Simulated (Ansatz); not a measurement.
TcO3(OH) (TcO4H). Total charge 0; triplet. Geometry PBE0-D4/def2-SVP, that of the neutral singlet; atoms count from 1.

```xyz
6

Tc   -0.202   -0.396   -0.046
O     1.050   -1.364   -0.557
O    -1.083   -1.166    1.132
O    -1.164   -0.033   -1.353
O     0.463    1.160    0.688
H     0.935    1.799    0.135
```

In the def2 sets Tc takes a core potential; there is no spin–orbit coupling. At PBE0-D4/def2-TZVP a singlet of charge 0 lies 3.43 eV below the triplet at the same geometry.

**Question.** Estimate the Mulliken populations from the PBE0/def2-TZVP orbitals of Ansatz.

**Answer.** 
```
atom  charge (e)  spin (α − β)  d electrons
 Tc1        1.69          0.45         4.70
  O2       -0.41          0.68            –
  O3       -0.56          0.15            –
  O4       -0.41          0.71            –
  O5       -0.66         -0.01            –
  H6        0.34          0.02            –
```
Mulliken values and Mayer orders depend strongly on the basis.

**Question.** Where does the spin sit?

**Answer.** Summed by element: Tc 0.45, O 1.53, H 0.02, of 2 unpaired in all. Largest on single atoms: O4 0.71, O2 0.68, Tc1 0.45.

**Question.** And the Mayer bond orders between bonded heavy atoms (over 0.3)?

**Answer.** Tc1–O2 1.35 (1.66 Å); Tc1–O3 1.71 (1.66 Å); Tc1–O4 1.33 (1.66 Å); Tc1–O5 0.92 (1.84 Å).
